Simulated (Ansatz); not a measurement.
Ge2O4⁺, relaxed as a doublet with UKS PBE-D4/def2-SVP in Ansatz, starting from the GFN2-xTB geometry. Force threshold 0.02 eV/Å.

The relaxation made no stability test and no search for a lower SCF solution. The structure comes from a short search, and lower isomers may exist.

Start:

```xyz
6

Ge    1.5716    0.9279    1.3797
Ge   -1.5492   -0.6011   -1.1612
O    -2.6565    0.0667   -0.2370
O     0.8203   -0.4406   -0.4414
O     1.1795   -0.8721    0.8004
O     0.6343    0.9192   -0.3406
```

```tsv
step	energy (eV)	largest force component (eV/Å)	SCF passes
1	-121165.9412	3.152	47
2	-121166.1527	0.888	38
3	-121166.1650	0.977	34
4	-121166.2266	0.344	40
5	-121166.2361	0.231	30
6 (rejected)	-121166.2308	1.154	50
7	-121166.2491	0.193	37
8	-121166.2560	0.615	40
9	-121166.2717	0.901	51
10	-121166.4812	1.123	76
11	-121166.6292	0.718	35
12	-121166.8528	0.694	39
13	-121167.1430	0.747	33
14	-121167.5160	0.995	31
15	-121167.9408	1.004	28
16	-121168.2401	0.700	29
17	-121168.3023	0.455	29
18	-121168.3110	1.162	28
19	-121168.3541	0.634	29
20	-121168.3642	0.374	27
21	-121168.3743	0.130	28
22 (rejected)	-121168.3736	0.147	24
23	-121168.3744	0.119	23
24	-121168.3751	0.008	24
```

Force components are those of the run's own axes.

End:

```xyz
6

Ge    0.0582    0.7227    1.1394
Ge   -2.7488   -0.5078   -0.8605
O    -1.4606    0.0692    0.0770
O     1.8076   -0.2704   -0.3861
O     1.1589   -0.9366    0.6057
O     1.1847    0.9230   -0.5754
```

Bonds formed: Ge1–O3 (atoms count from 1). The end is the same structure that another start reached.

No frequencies were taken in this run, so the end may be a saddle point.

Run time 32 s (4 threads of Arm Neoverse V2 on a shared host).
